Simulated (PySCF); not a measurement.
A structure optimised at PBE0-D3(BJ)/def2-SVPD, used in a PySCF frequency run:

```
Cu
I 1 2.4587
I 1 2.4587 2 180.00
```
Charge -1, spin multiplicity 1.

**Question.** Write its SMILES, formula and point group.

**Answer.** [I][Cu-][I], CuI2, D∞h

**Question.** What are its rotational constants (standard atomic weights)?

**Answer.** 0.32938 GHz (linear rotor, B only)
